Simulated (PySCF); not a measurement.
TbH: f occupation and spin

Unrestricted PBE0; Tb x2c-SVPall, H x2c-SVPall; spin-free X2C with a Gaussian nucleus (PySCF 2.14). The search starts from ions with several 4f fillings and holds each by maximum overlap.

The lowest solution has 2Ms+1 = 7, about 8.2 4f electrons, near 1.95 Å.

The lowest solution of each spin and filling, followed along the bond (rough minima from three points):

| 2Ms+1 | 4f population | ⟨S²⟩ at the start | R at minimum (Å) | Te (eV) |
| --- | --- | --- | --- | --- |
| 7 | 8.23 | 12.02 | 1.95 | 0.00 |
| 7 | 8.94 | 12.03 | 2.10 | 0.55 |
| 9 | 8.02 | 20.01 | 1.99 | 0.56 |
| 5 | 8.94 | 7.04 | 2.09 | 0.66 |

Solutions at the starting distance of 1.835 Å, counted from the lowest; the search is not exhaustive:

```json
{"2Ms+1": "7", "4f population": "8.23", "E (eV)": "0.00", "⟨S²⟩": "12.02", "⟨Lz²⟩": "4.0", "μ (D)": "-1.72"}
{"2Ms+1": "7", "4f population": "8.32", "E (eV)": "0.06", "⟨S²⟩": "12.01", "⟨Lz²⟩": "8.0", "μ (D)": "-1.83"}
{"2Ms+1": "7", "4f population": "8.12", "E (eV)": "0.54", "⟨S²⟩": "12.05", "⟨Lz²⟩": "1.3", "μ (D)": "-1.99"}
{"2Ms+1": "9", "4f population": "8.02", "E (eV)": "0.61", "⟨S²⟩": "20.01", "⟨Lz²⟩": "8.6", "μ (D)": "-3.02"}
{"2Ms+1": "9", "4f population": "8.03", "E (eV)": "0.69", "⟨S²⟩": "20.01", "⟨Lz²⟩": "8.5", "μ (D)": "-1.94"}
{"2Ms+1": "9", "4f population": "8.02", "E (eV)": "0.70", "⟨S²⟩": "20.01", "⟨Lz²⟩": "8.3", "μ (D)": "-2.95"}
{"2Ms+1": "9", "4f population": "8.03", "E (eV)": "0.71", "⟨S²⟩": "20.01", "⟨Lz²⟩": "5.0", "μ (D)": "-1.85"}
{"2Ms+1": "7", "4f population": "8.94", "E (eV)": "0.76", "⟨S²⟩": "12.03", "⟨Lz²⟩": "9.0", "μ (D)": "-2.88"}
{"2Ms+1": "5", "4f population": "8.94", "E (eV)": "0.85", "⟨S²⟩": "7.04", "⟨Lz²⟩": "9.0", "μ (D)": "-2.61"}
{"2Ms+1": "7", "4f population": "8.90", "E (eV)": "0.88", "⟨S²⟩": "12.12", "⟨Lz²⟩": "9.9", "μ (D)": "-2.82"}
{"2Ms+1": "5", "4f population": "8.71", "E (eV)": "0.97", "⟨S²⟩": "7.33", "⟨Lz²⟩": "9.3", "μ (D)": "-2.12"}
{"2Ms+1": "5", "4f population": "8.79", "E (eV)": "1.01", "⟨S²⟩": "7.25", "⟨Lz²⟩": "9.7", "μ (D)": "-2.26"}
```

Partly filled real f orbitals mix terms, so no term symbols are given. A population far from a whole number shows f orbitals mixing with d and ligand orbitals, not a clean configuration. A positive dipole means Tb(−)H(+).

Spin–orbit coupling is left out. With d or f electrons several states lie close, and the lowest PBE0 determinant need not be the measured ground state.
